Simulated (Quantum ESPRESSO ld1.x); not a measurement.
Problem. The aim is neutral sulfur in [Ne] 3s2 3p4. This ld1.x (Quantum ESPRESSO 7.5) run was made with `OMP_NUM_THREADS=1 ld1.x < ld1.in > ld1.out`. Can the result be used? Name any fault.

```
 &input
    zed=16.0,
    iswitch=1,
    rel=1,
    dft='PW',
    config='[Ne] 3s2 3p4',
    verbosity='high',
    beta=1.5,
    prefix='ld1',
    max_out_wfc=37,
    file_charge='ld1.rho',
 /
```

Output (excerpt):

```
     Program LD1 v.7.5 starts

     --------------------------- All-electron run ----------------------------

     scalar relativistic calculation

     atomic number is 16.00
     dft =PW   lsd =0 sic =0 latt =0  beta=1.50 tr2=1.0E-14
     Exchange-correlation= PW
                           (   1   4   0   0   0   0   0)
     mesh =1923 r(mesh) =  99.82426 a.u. xmin = -8.00 dx = 0.00800
     1 Ry =  13.60569312 eV, c = 137.03599908

     n l     nl                  e(Ry)          e(Ha)          e(eV)
     1 0     1S 1( 2.00)    -176.190362949     -88.095181474  -2397.1920095
     2 0     2S 1( 2.00)     -15.492851467      -7.746425733   -210.7909827
     2 1     2P 1( 6.00)     -11.503373801      -5.751686900   -156.5113738
     3 0     3S 1( 2.00)      -1.270127243      -0.635063621    -17.2809615
     3 1     3P 1( 4.00)      -0.522349219      -0.261174610     -7.1069232

     final scf error:  1.5E-15 reached in  19 iterations

     Etot =    -795.664081 Ry,    -397.832040 Ha,  -10825.561311 eV

     Ekin =     798.025344 Ry,     399.012672 Ha,   10857.687930 eV
     Encl =   -1899.498529 Ry,    -949.749265 Ha,  -25843.994077 eV
     Eh   =     354.231596 Ry,     177.115798 Ha,    4819.566387 eV
     Exc  =     -48.422491 Ry,     -24.211245 Ha,    -658.821551 eV
```

Solution. Yes, it can be used (harmless). The line at issue: beta=1.5. The Broyden-type mixing copes: 19 iterations against 33, same energy.
